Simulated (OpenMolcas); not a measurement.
# d8 ions of charge +3 down a group on the Zn site of KZnF3

```json
{
 "Program": "OpenMolcas 26.06",
 "Method": "CASSCF",
 "Spin-orbit coupling": "state interaction with AMFI integrals over the reference wave functions"
}
```

The d shell is active. Each dopant is a cluster with its nearest anions in model potentials and point charges, with no relaxation and no local charge compensation. Distances were set from a Shannon-type radius of the metal (high-spin where two are listed) plus a fixed donor radius (F 1.31 Å), in hosts weighted 0.65 to 0.35 with the host's distance in the model lattice. Ligand basis ANO-RCC-VDZP, DKH2 Hamiltonian. States (labels of O, the rotations of Oh). Energies in cm-1 above the lowest state or level, χT in cm3 K/mol; 10Dq and B are least-squares fits to the states below 45000 cm-1, weighted by degeneracy, with a free offset, and given where the rms deviation is under 5 % of |10Dq| (or 100 cm-1) and under 700 cm-1. Spin-only χT is S(S+1) / 2 for the spin of the ground state.

```
 Ion  Shell  R (Å)   Metal basis  Ground state  First state of that spin   10Dq  B (rms of fit)  First gap with spin-orbit (degeneracies)  χT at 300 K  First state of another spin  Spin-only χT
Cu3+    3d8  1.912  ANO-RCC-VTZP           3A2                  3T2 9558                                                      9185 (3, 2)        1.357                     1E 19055         1.000
Ag3+    4d8  2.048  ANO-RCC-VTZP           3A2                 3T2 17645  17202       915 (130)                              12139 (3, 2)        1.274                     1E 12662         1.000
Au3+    5d8  2.113  ANO-RCC-VTZP           3A2                 3T2 19466  19107       822 (124)                              10197 (3, 2)        1.591                     1E 11995         1.000
```

|10Dq| changes by a factor of 19107 / 17202 = 1.11 from Ag3+ to Au3+.

B goes from 915 cm-1 (Ag3+) to 822 cm-1 (Au3+).

Every ion keeps the highest spin of its shell. χT departs most from the spin-only value for Au3+, by +0.591 cm3 K/mol.

Without dynamic correlation the repulsion within the d shell is too large (B by tens of per cent), so at a given field states of lower spin stand too high. Ligand-to-metal charge-transfer states are missing. With no ligand orbital active B as a rule stays too high, so bands that hang on it stand too high and its fall with covalency is understated. With metal d orbitals alone and no dynamic correlation 10Dq can be off by a tenth to a fifth, either way, in oxide and fluoride hosts (holds for Cu3+). Real 4d8 and 5d8 ions are as a rule square planar and diamagnetic (holds for Ag3+; Au3+). The least metal-like active orbital is 77 % on the metal (Löwdin) and no ligand orbital is active, so the numbers are rough (holds for Ag3+). With metal d orbitals alone the field can be off either way by tens of per cent (holds for Ag3+; Au3+). The least metal-like active orbital is 78 % on the metal (Löwdin) and no ligand orbital is active, so the numbers are rough (holds for Au3+). No measured value stands beside these numbers; the geometry was set by hand and not optimised.
